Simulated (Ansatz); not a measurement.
A nudged elastic band was laid between two geometries of H4Sn + H5NSi (12 atoms, charge 0, multiplicity 1).

Level of theory: RKS PBE/def2-SVP in Ansatz.

```yaml
movable_images: 8
climbing_image: no
spring: 5.0 eV/Å²
optimiser: quadratic models (default)
start_path: through a guess of the saddle point
force_threshold: 0.03 eV/Å
iteration_limit: 60
end_points: relaxed
```

Image 0:

```xyz
12
Properties=species:S:1:pos:R:3
Sn 0.363 0.084 -0.234
H 0.830 -0.505 1.318
H 1.807 0.260 -1.187
H -0.384 1.632 -0.116
H -0.660 -1.044 -1.045
N -2.371 -0.317 1.588
H -2.974 -0.806 0.919
Si -2.992 1.181 2.273
H -4.205 1.050 3.169
H -1.887 1.794 3.087
H -3.369 2.077 1.125
H -1.991 -1.004 2.248
```

Image 9:

```xyz
12
Properties=species:S:1:pos:R:3
Sn -0.430 0.533 -0.497
H -0.932 -2.385 2.933
H 0.885 1.243 0.366
H -0.988 1.596 -1.751
H -0.048 -1.024 -1.143
N -1.912 0.189 0.914
H -2.550 -0.567 0.638
Si -2.558 1.372 2.030
H -3.099 0.689 3.261
H -1.422 2.284 2.410
H -3.671 2.240 1.483
H -1.107 -1.769 2.502
```

Which bonds break or form, and what moves?

Bonds broken: Sn1–H2, N6–H12. Bonds formed: Sn1–N6, H2–H12. H4Sn + H5NSi becomes H2 + H7NSiSn.

What energy profile does the band end with?

It converged. The highest image is number 4 of 0 to 9, 138.9 kJ/mol above the first end and 98.5 kJ/mol above the last; the last end lies 40.4 kJ/mol above the first. No image climbed, so the highest image needn't sit at the top of the path. The orbitals stay closed-shell, which can raise the energy where a bond breaks towards radicals; this wasn't checked here.

| image | path coordinate (Å) | energy (kJ/mol) | Sn1–H2 (Å) | N6–H12 (Å) | Sn1–N6 (Å) |
| --- | --- | --- | --- | --- | --- |
| 0 | 0.00 | 0.0 | 1.73 | 1.03 | 3.31 |
| 1 | 0.77 | 2.6 | 1.73 | 1.03 | 3.16 |
| 2 | 1.54 | 25.6 | 1.75 | 1.03 | 2.84 |
| 3 | 2.31 | 103.0 | 1.93 | 1.08 | 2.46 |
| 4 | 3.08 | 138.9 | 2.33 | 1.66 | 2.21 |
| 5 | 3.85 | 64.1 | 2.92 | 2.08 | 2.10 |
| 6 | 4.62 | 44.1 | 3.59 | 2.47 | 2.08 |
| 7 | 5.38 | 41.5 | 4.01 | 2.63 | 2.08 |
| 8 | 6.15 | 40.7 | 4.30 | 2.64 | 2.08 |
| 9 | 6.92 | 40.4 | 4.53 | 2.65 | 2.07 |

What is the geometry of the highest image?


```xyz
12
Properties=species:S:1:pos:R:3
Sn -0.407 0.179 -0.169
H 0.086 -1.087 1.728
H 1.329 0.366 0.032
H -0.947 1.718 -0.713
H -0.655 -1.164 -1.222
N -2.068 -0.103 1.268
H -2.749 -0.776 0.882
Si -2.781 1.238 2.159
H -3.820 0.772 3.154
H -1.657 1.900 2.914
H -3.432 2.266 1.269
H -0.730 -0.907 1.844
```

Time of the run: 4.4 min on 2 threads of AMD EPYC 7R43 64-Core Processor (Zen 3), on a shared host, peak memory 0.15 GiB.
